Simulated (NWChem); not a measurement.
System: CH₆Sn; SMILES [CH3][SnH3]

NWChem printed, in part:

```
             Northwest Computational Chemistry Package (NWChem) 7.3.0
             --------------------------------------------------------

 C3  symmetry detected

                             Geometry "geometry" -> ""
                             -------------------------

 Output coordinates in angstroms (scale by  1.889725989 to convert to a.u.)

  No.       Tag          Charge          X              Y              Z
 ---- ---------------- ---------- -------------- -------------- --------------
    1 Sn                  50.0000     0.00000000     0.00000000    -0.30206071
    2 C                    6.0000     0.00000000     0.00000000     1.84981129
    3 H                    1.0000     0.00000002     1.61251223    -0.89162271
    4 H                    1.0000    -1.39647657    -0.80625610    -0.89162271
    5 H                    1.0000     1.39647655    -0.80625613    -0.89162271
    6 H                    1.0000     0.90156257     0.50312771     2.22634529
    7 H                    1.0000    -0.01505990    -1.03233995     2.22634529
    8 H                    1.0000    -0.88650267     0.52921223     2.22634529

 Effective nuclear repulsion energy (a.u.)     163.5049022471

      Symmetry information
      --------------------

 Group name             C3
 Group number              5
 Group order               3
 No. of unique centers     4

                                 NWChem DFT Module
                                 -----------------

 Summary of "ao basis" -> "ao basis" (spherical)
 ------------------------------------------------------------------------------
       Tag                 Description            Shells   Functions and Types
 ---------------- ------------------------------  ------  ---------------------
 Sn                        def2-tzvp                16       50   6s5p3d2f
 C                         def2-tzvp                11       31   5s3p2d1f
 H                         def2-tzvp                 4        6   3s1p

      Symmetry analysis of basis
      --------------------------

        a          45
        e+         36
        e-         36

  Rotation of axis

            General Information
            -------------------
          SCF calculation type: DFT
          Wavefunction type:  closed shell.
          No. of atoms     :     8
          No. of electrons :    34
           Alpha electrons :    17
            Beta electrons :    17
          Charge           :     0
          Spin multiplicity:     1
          Use of symmetry is: on ; symmetry adaption is: on
          Maximum number of iterations: 150
          AO basis - number of functions:   117
                     number of shells:    51
          Convergence on energy requested:  1.00D-06
          Convergence on density requested:  1.00D-05
          Convergence on gradient requested:  5.00D-04

              XC Information
              --------------
                       M05-2X Method XC Functional
                     Hartree-Fock (Exact) Exchange  0.560
                M05-2X metaGGA Exchange Functional  0.440
                      M05-2X Correlation Potential  1.000

             Grid Information
             ----------------
          Grid used for XC integration:  medium
          Radial quadrature: Mura-Knowles
          Angular quadrature: Lebedev.
          Tag              B.-S. Rad. Rad. Pts. Rad. Cut. Ang. Pts.
          ---              ---------- --------- --------- ---------
          Sn                  1.45      123          10.0       590
          C                   0.70       49          10.0       434
          H                   0.35       45          11.0       434
          Grid pruning is: on
          Number of quadrature shells:   262
          Spatial weights used:  Erf1

      Superposition of Atomic Density Guess
      -------------------------------------

 Sum of atomic energies:        -289.78228711

      Non-variational initial energy
      ------------------------------

 Total energy =    -254.730679
 1-e energy   =    -588.126765
 2-e energy   =     253.370878
 HOMO         =      -0.353850
 LUMO         =       0.028387

      Symmetry analysis of molecular orbitals - initial
      -------------------------------------------------

  Numbering of irreducible representations:

     1 a           2 e+          3 e-

  Orbital symmetries:

     1 a           2 a           3 e+          4 e+          5 a
     6 a           7 e+          8 e+          9 e+         10 e+
    11 a          12 a          13 e+         14 e+         15 e+
    16 e+         17 a          18 a          19 a          20 e+
    21 e+         22 a          23 e+         24 e+         25 e+
    26 e+         27 a

     ---------------------------------------------
      Total Density - Mulliken Population Analysis
     ---------------------------------------------

    Atom       Charge   Shell Charges
 -----------   ------   -------------------------------------------------------
    1 Sn  22    21.36   0.28 -0.75  1.51  0.96  0.83  0.50 -0.40  6.36  0.70  1.01  0.25  8.91  1.08  0.09  0.02  0.00
    2 C    6     6.88   0.86  1.12  0.55  0.71  0.15  1.28  1.60  0.59  0.01  0.02  0.00
    3 H    1     1.10   0.21  0.56  0.32  0.01
    4 H    1     1.10   0.21  0.56  0.32  0.01
    5 H    1     1.10   0.21  0.56  0.32  0.01
    6 H    1     0.82   0.24  0.43  0.12  0.02
    7 H    1     0.82   0.24  0.43  0.12  0.02
    8 H    1     0.82   0.24  0.43  0.12  0.02

   convergence    iter        energy       DeltaE   RMS-Dens  Diis-err
 ---------------- ----- ----------------- --------- --------- ---------
 d= 0,ls=0.0,diis     1   -255.9074292243 -3.36D+02  4.02D-03  1.55D-01
 d= 0,ls=0.0,diis     2   -255.9228083638 -1.54D-02  1.21D-03  2.28D-02
 d= 0,ls=0.0,diis     3   -255.9245298257 -1.72D-03  4.48D-04  1.07D-02
 d= 0,ls=0.0,diis     4   -255.9257357945 -1.21D-03  7.69D-05  5.14D-05
 d= 0,ls=0.0,diis     5   -255.9257415416 -5.75D-06  2.91D-05  1.68D-05
  Resetting Diis
 d= 0,ls=0.0,diis     6   -255.9257431606 -1.62D-06  4.33D-06  1.62D-07
 d= 0,ls=0.0,diis     7   -255.9257431919 -3.13D-08  9.84D-07  7.77D-09

         Total DFT energy =     -255.925743191922
      One electron energy =     -590.198578172049
           Coulomb energy =      279.849508290047
    Exchange-Corr. energy =      -25.601880082663
 Nuclear repulsion energy =       80.025206772743

 Numeric. integr. density =       33.999967640105

                  Occupations of the irreducible representations
                  ----------------------------------------------

                     irrep           alpha         beta
                     --------     --------     --------
                     a                 7.0          7.0
                     e+               10.0         10.0
                     e-                0.0          0.0

                       DFT Final Molecular Orbital Analysis
                       ------------------------------------

 Vector   15  Occ=2.000000D+00  E=-3.698175D-01  Symmetry=e+
              MO Center= -3.5D-01, -4.1D-01, -6.3D-01, r^2= 3.0D+00
   Bfn.  Coefficient  Atom+Function         Bfn.  Coefficient  Atom+Function
  ----- ------------  ---------------      ----- ------------  ---------------
    89      0.247151  4 H  s                 16     -0.243655  1 Sn px
    10      0.236187  1 Sn px                13     -0.200354  1 Sn px
    90      0.188092  4 H  s                 88      0.160126  4 H  s
    95     -0.160791  5 H  s                 96     -0.122396  5 H  s
    94     -0.104171  5 H  s                 22     -0.093395  1 Sn d -2

 Vector   16  Occ=2.000000D+00  E=-3.698175D-01  Symmetry=e+
              MO Center=  3.5D-01,  4.1D-01, -6.3D-01, r^2= 3.0D+00
   Bfn.  Coefficient  Atom+Function         Bfn.  Coefficient  Atom+Function
  ----- ------------  ---------------      ----- ------------  ---------------
    17     -0.243655  1 Sn py                11      0.236187  1 Sn py
    83     -0.235526  3 H  s                 14     -0.200354  1 Sn py
    95      0.192553  5 H  s                 84     -0.179260  3 H  s
    82     -0.152592  3 H  s                 96      0.146525  5 H  s
    94      0.124755  5 H  s                 26     -0.093395  1 Sn d  2

 Vector   17  Occ=2.000000D+00  E=-3.520721D-01  Symmetry=a
              MO Center=  2.4D-12, -6.6D-12,  8.4D-01, r^2= 3.0D+00
   Bfn.  Coefficient  Atom+Function         Bfn.  Coefficient  Atom+Function
  ----- ------------  ---------------      ----- ------------  ---------------
    58      0.299390  2 C  pz                61      0.271307  2 C  pz
    12      0.252337  1 Sn pz                18     -0.242345  1 Sn pz
    15     -0.215075  1 Sn pz                64      0.163987  2 C  pz
    24      0.108847  1 Sn d  0              54     -0.081286  2 C  s
    83      0.081399  3 H  s                 89      0.081399  4 H  s

 Vector   18  Occ=0.000000D+00  E= 3.941211D-02  Symmetry=a
              MO Center=  3.0D-17, -1.0D-16, -2.2D-02, r^2= 8.5D+00
   Bfn.  Coefficient  Atom+Function         Bfn.  Coefficient  Atom+Function
  ----- ------------  ---------------      ----- ------------  ---------------
    55      2.280992  2 C  s                 21     -1.162927  1 Sn pz
     6     -0.926261  1 Sn s                 18     -0.580519  1 Sn pz
    64     -0.475058  2 C  pz               102     -0.438746  6 H  s
   108     -0.438746  7 H  s                114     -0.438746  8 H  s
    53      0.188802  2 C  s                 84     -0.150191  3 H  s

[...]
```

Level: M05-2X/def2-TZVP with def2 effective core potentials on Sn. All runs use the structure optimised with PBE0/def2-SVP. def2 effective core potentials on Sn; no spin-orbit coupling.

Question: Reconstruct the input file.

Answer: This is not unique; one that fits is the input that was run:
```
start job
memory heap 200 mb stack 900 mb global 1100 mb
geometry units angstroms noautoz
  Sn     0.000000     0.000000    -0.310803
  C      0.000000     0.000000     1.841069
  H     -1.247127    -1.022189    -0.900365
  H      1.508805    -0.568949    -0.900365
  H     -0.261678     1.591138    -0.900365
  H     -0.960632     0.378336     2.217603
  H      0.807965     0.642764     2.217603
  H      0.152668    -1.021100     2.217603
end
basis spherical
  * library def2-tzvp
end
ecp
  Sn library def2-ecp
end
dft
  xc m05-2x
  iterations 150
  mulliken
end
task dft energy
```
